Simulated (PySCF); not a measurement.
Frontier orbitals and the lowest excitations

C₈H₇F.
Geometry (GFN2-xTB, Å), atoms numbered from 1 in this order:
```xyz
16
C8H7F angstrom
F     -0.0345   -1.4646    2.2192
C     -0.0174   -0.7156    1.0856
C      0.9712   -0.9155   -0.0794
C     -0.2047   -0.7820   -1.0733
C      0.0173    0.7445   -1.1292
C      1.1879    0.6140   -0.1314
C      0.2053    0.8089    1.0456
C     -0.9663    0.9330    0.0454
C     -1.1948   -0.5946    0.0987
H      1.7486   -1.6670   -0.1162
H     -0.3703   -1.4240   -1.9291
H      0.0312    1.3399   -2.0333
H      2.1499    1.1022   -0.2237
H      0.3693    1.4389    1.9099
H     -1.7488    1.6794    0.0951
H     -2.1517   -1.0886    0.2047
```

The calculation used TDDFT PBE0/def2-SVPD, vertical, gas phase, core orbitals frozen in the response (PySCF 2.14.0, density-fitted response routines).

Kohn–Sham orbitals with the atoms that hold most of them (Löwdin shares over 4%, at most four atoms; ? is withheld):

```
orbital  ε (eV)                           atoms
 LUMO+2    1.00   C6 11%, C4 10%, C9 8%, H13 8%
 LUMO+1    1.00    C8 12%, H15 8%, C3 8%, C4 8%
   LUMO       ?    C5 12%, H12 9%, C4 8%, C8 8%
   HOMO   -7.65  C3 16%, C2 16%, C7 12%, C8 10%
 HOMO-1   -7.65  C2 16%, C9 16%, C7 14%, C6 10%
 HOMO-2   -7.96  C5 23%, C8 18%, C3 14%, C4 12%
 HOMO-3   -7.96  C5 23%, C6 17%, C4 14%, C9 12%
```

(1) What is the LUMO energy, and the HOMO–LUMO gap?

## Answers

(1) ε(LUMO) = 0.65 eV; the gap is 8.29 eV (0.3047 hartree).

Within 0.005 eV of a neighbour in this list lie HOMO-3/HOMO-2, HOMO-1/HOMO and LUMO+1/LUMO+2 (point group found: C3v); within a degenerate set the shares of single atoms can hang on how the components are chosen.

Q: The HOMO–LUMO gap is 8.29 eV. Where does the response calculation put the lowest singlet, and from which orbitals?

A: S1 is at 7.00 eV (f = 0.0009), 1.29 eV below the gap, made of HOMO-1/HOMO→LUMO (≥83%), HOMO-1/HOMO→LUMO+3 (≥11%). S1/S2 lie within about 0.01 eV of each other. 

Next come S2 at 7.00 eV (f 0.0009), HOMO-1/HOMO→LUMO (≥83%), HOMO-1/HOMO→LUMO+3 (≥11%); S3 at 7.31 eV (f 0.0000), HOMO-1/HOMO→LUMO+1/LUMO+2 (≥94%); S4 at 7.33 eV (f 0.0000), HOMO-3/HOMO-2→LUMO (≥86%); S5 at 7.33 eV (f 0.0000), HOMO-3/HOMO-2→LUMO (≥86%).

Orbitals of the list HOMO-3 to LUMO+2 that lie within 0.01 eV of each other are written together with a slash and their weights summed (≥ marks a lower bound); for degenerate orbitals outside that list single weights are arbitrary.

Cost: about 2.1 min of CPU time on one thread (with the writing of density and orbital grids); the machine was shared, so the figure is rough.
